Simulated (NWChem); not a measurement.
System meant: GeS, singlet; SMILES [S]=[Ge]

NWChem input:

```
start job
memory heap 200 mb stack 900 mb global 1100 mb
geometry units angstroms noautoz
  Ge     0.000000     0.000000    -0.669846
  S      0.000000     0.000000     1.348194
end
basis spherical
  * library def2-svp
end
dft
  odft
  mult 2
  xc pbe0
  iterations 150
  mulliken
end
task dft energy
```

End of the output:

```
 Summary of "ao basis" -> "" (spherical)
 ------------------------------------------------------------------------------
       Tag                 Description            Shells   Functions and Types
 ---------------- ------------------------------  ------  ---------------------
 *                          def2-svp                  on all atoms

                                 NWChem DFT Module
                                 -----------------

 Summary of "ao basis" -> "ao basis" (spherical)
 ------------------------------------------------------------------------------
       Tag                 Description            Shells   Functions and Types
 ---------------- ------------------------------  ------  ---------------------
 Ge                         def2-svp                12       32   5s4p3d
 S                          def2-svp                 8       18   4s3p1d

 Summary of "ao basis" -> "ao basis" (spherical)
 ------------------------------------------------------------------------------
       Tag                 Description            Shells   Functions and Types
 ---------------- ------------------------------  ------  ---------------------
 Ge                         def2-svp                12       32   5s4p3d
 S                          def2-svp                 8       18   4s3p1d

      Symmetry analysis of basis
      --------------------------

        a1         20
        a2          0
        b1          4
        b2          4
        e          22

  number of electrons :                   48
  multiplicity        :                    2
 ------------------------------------------------------------------------
  no. of electrons and multiplicity not compatible                  48
 ------------------------------------------------------------------------
 ------------------------------------------------------------------------
  current input line :
    17: task dft energy
 ------------------------------------------------------------------------
 ------------------------------------------------------------------------
 There is an error in the input file
 ------------------------------------------------------------------------
 For more information see the NWChem manual at https://nwchemgit.github.io

0: no. of electrons and multiplicity not compatible:Received an Error in Communication
```

Question: Can this run be used? If not, why, and what is the fix?

Answer: The input was rejected before any calculation. Cause: the multiplicity doesn't fit the number of electrons (an even count wants an odd multiplicity, and the reverse). This input runs:
```
start job
memory heap 200 mb stack 900 mb global 1100 mb
geometry units angstroms noautoz
  Ge     0.000000     0.000000    -0.669846
  S      0.000000     0.000000     1.348194
end
basis spherical
  Ge library def2-svp
  S library def2-svp
end
dft
  xc pbe0
  iterations 150
  mulliken
end
task dft energy
```
It converges to -2474.43947 Ha (PBE0/def2-SVP).
